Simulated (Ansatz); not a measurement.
Relaxation of BrH7Si2 (10 atoms, charge 0, multiplicity 1), to a largest force component of 0.03 eV/Å in at most 50 steps.

Method: RKS B3LYP-D4/def2-SVP (Ansatz).

```xyz
10
Properties=species:S:1:pos:R:3
Si -1.027 0.882 -0.064
Br -0.832 -2.666 -0.727
H -1.545 0.577 -1.429
H -1.157 2.359 0.157
H -1.871 0.193 0.959
H 0.238 -2.235 0.198
Si 1.153 0.330 0.171
H 1.313 -0.891 1.033
H 1.805 0.029 -1.140
H 1.923 1.422 0.843
```

Q: Where does it end, and by what steps?

A: It converged. The force dipped under the threshold on the way, but the program's further checks kept it going. After 16 steps the energy has fallen by 0.127 eV; H6 moved furthest, 0.78 Å.

| step | energy less start (eV) | largest force component (eV/Å) | accepted |
| --- | --- | --- | --- |
| 0 | 0.0000 | 1.287 | yes |
| 1 | -0.1111 | 0.255 | yes |
| 2 | -0.1165 | 0.046 | yes |
| 3 | -0.1179 | 0.035 | yes |
| 4 | -0.1204 | 0.108 | yes |
| 5 | -0.1227 | 0.038 | yes |
| 6 | -0.1079 | 0.222 | no |
| 7 | -0.1246 | 0.028 | yes |
| 8 | -0.1249 | 0.156 | yes |
| 9 | -0.1258 | 0.068 | yes |
| 10 | -0.1262 | 0.026 | yes |
| 11 | -0.1268 | 0.024 | yes |
| 12 | -0.1230 | 0.313 | no |
| 13 | -0.1272 | 0.030 | yes |
| 14 | -0.1271 | 0.097 | no |
| 15 | -0.1271 | 0.034 | no |
| 16 | -0.1273 | 0.006 | yes |

```xyz
10
Properties=species:S:1:pos:R:3
Si -1.064 1.014 -0.050
Br -0.805 -2.771 -0.806
H -1.597 0.565 -1.367
H -1.197 2.500 0.031
H -1.882 0.409 1.042
H 0.191 -3.014 0.188
Si 1.207 0.420 0.194
H 1.351 -0.826 1.005
H 1.847 0.195 -1.135
H 1.949 1.508 0.898
```

Run time: 49 s on 2 threads of AMD EPYC 7B13 (Zen 3), with other jobs on the host, peak memory 0.25 GiB.
